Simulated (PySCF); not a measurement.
**Electron correlation in O²⁺ (oxygen, charge +2)**

[He] 2s2 2p2, high-spin 3P determinant. Computed with PySCF 2.14 in aug-cc-pVDZ, with no relativity, point nucleus. Frozen: 1s2; 4 electrons correlated.

| level | correlation energy (mhartree) |
| --- | --- |
| CCSD | -79.02 |
| (T) | -0.66 |
| CCSD(T) | -79.68 |
| CCSDT | -79.84 |
| FCI | -79.86 |

Diagnostics: T1 = 0.0047, D1 = 0.0094, largest double amplitude 0.124, weight of the Hartree-Fock determinant in FCI 0.9684 (33880 determinants).

**Question.** Is a single reference adequate?

**Answer.** Mostly. T1 lies below 0.03, but a double amplitude of this size points to a near-degeneracy that CCSD handles and MP2 describes poorly.
